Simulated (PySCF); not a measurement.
Polarisability and C₆ of Au (gold, neutral)

[Xe] 4f14 5d10 6s1, 2S determinant. All numbers are calculated (PySCF 2.14, a scalar-relativistic core potential, in aug-cc-pVTZ-PP with ECP60MDF (6s6p5d3f2g, 88 functions)). Coupled (time-dependent) response in atomic units; α is the mean over directions.

```csv
method,mean α (bohr³),C₆ (like pair),S(−4)
PW91,35.08,320.7,551.9
```

S(−4) is the Cauchy moment in α(ω) = α(0) + S(−4) ω² + …

Reference α: 36 ± 3 bohr³ (recommended; Schwerdtfeger and Nagle, table of static dipole polarizabilities (2023 update)). Published C₆: 427.0 (Gould and Bucko (2016)).

α(iu) at PW91:

| u (hartree) | α(iu) (bohr³) |
| --- | --- |
| 0 | 35.08 |
| 0.0500 | 33.78 |
| 0.100 | 30.60 |
| 0.200 | 23.38 |
| 0.300 | 18.07 |
| 0.500 | 12.14 |
| 0.750 | 8.446 |
| 1.00 | 6.309 |
| 1.50 | 3.948 |
| 2.00 | 2.715 |
| 3.00 | 1.508 |
| 5.00 | 0.6549 |

A single London oscillator, α(iu) = α/(1 + u²/ω²), gives C₆ = (3/4) ω α². Matching the computed C₆ needs ω = 4 × 320.7 / (3 × 35.08²) = 0.347 hartree.

Energies and moments cover only the electrons outside the core potential. Spin-orbit coupling, which splits the p, d and f shells strongly at this Z, is absent.
